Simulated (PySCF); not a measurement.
**Correlation energy of Ne³⁺ (neon, charge +3)**

[He] 2s2 2p3, high-spin 4S determinant. Calculation: PySCF 2.14, in dyall-acv3z (15s9p4d2f, 76 functions); no relativity, point nucleus. Frozen: 1s2; 5 electrons correlated; the 19 highest virtual orbitals of each spin left out.

```tsv
level	correlation energy (mhartree)
CCSD	-120.34
(T)	-1.00
CCSD(T)	-121.34
```

Diagnostics: T1 = 0.0021, D1 = 0.0055, largest double amplitude 0.024.

Task: Is a single reference adequate?

Result: Yes: T1 lies below 0.03 and no double amplitude reaches 0.07.
